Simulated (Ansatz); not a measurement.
**A basis-limit estimate, worked out**

An elementary step of Si$_{2}$N$_{2}$H$_{10}$, closed shell (Si₂NH₇ ([NH2][SiH2][SiH3]) + NH₃ → SiN₂H₆ ([NH2][SiH2][NH2]) + SiH₄; Si–Si, H–N broken or loosened, Si–N, Si–H formed or tightened). “Start” and “end” are the PBE0-D4/def2-TZVP structures reached by relaxing down either side of its saddle point, with the molecules still in contact.

Program: Ansatz 0.2.0. Basis: def2-TZVPP and def2-QZVPP. Cores are frozen in the correlated methods.

Energies in eV:

| quantity | end | start |
| --- | --- | --- |
| Hartree–Fock, triple zeta (X = 3) | -18849.52141 | -18848.67856 |
| Hartree–Fock, quadruple zeta (X = 4) | -18850.19834 | -18849.33040 |
| MP2 correlation, X = 3 | -19.29698 | -19.49444 |
| MP2 correlation, X = 4 | -20.68768 | -20.89231 |
| CCSD(T) correlation, X = 3 | -21.65553 | -21.91438 |

**Question.** Work out the step energy at the basis limit: extrapolate Hartree–Fock as E(X) = E∞ + A exp(−7.88 √X) and the MP2 correlation as E(X) = E∞ + B X^−2.97 (the exponents that Neese and Valeev fitted for def2-TZVPP and QZVPP), then add CCSD(T) − MP2 in triple zeta.

**Answer.** Each step is linear, so take the differences first (end − start): Hartree–Fock -0.84285 (X = 3) and -0.86794 (X = 4); MP2 correlation 0.19746 and 0.20463; CCSD(T) correlation 0.25885.
Two points give E∞ = E(4) + w [E(4) − E(3)], with w = 1/(exp(7.88 (2 − √3)) − 1) = 0.1377 for Hartree–Fock and w = 1/((4/3)^2.97 − 1) = 0.7407 for the correlation.
Hartree–Fock: -0.86794 + 0.1377 × (-0.02509) = -0.8714 eV.
MP2 correlation: 0.20463 + 0.7407 × 0.00717 = 0.2099 eV.
CCSD(T) − MP2: 0.25885 − 0.19746 = 0.0614 eV.
Sum: -0.8714 + 0.2099 + 0.0614 = -0.6001 eV, or -13.84 kcal/mol. Plain CCSD(T) in triple zeta gives -0.5840 eV, so the larger basis shifts the result by -0.0161 eV.

T1 diagnostic: at most 0.012.

Labels in which every atom is bracketed show which atoms are joined, not bond orders.

For scale, one of the runs: CCSD(T)/def2-TZVPP, 286 basis functions, launched by `ansatz run in.yaml --threads 8 --pin off --events-out ev --progress --plain --max-ram 19148MiB`. Hardware: 8 CPU threads of an Arm Neoverse V1, shared host. Wall time 2.2 min; peak host memory 8.2 GiB.
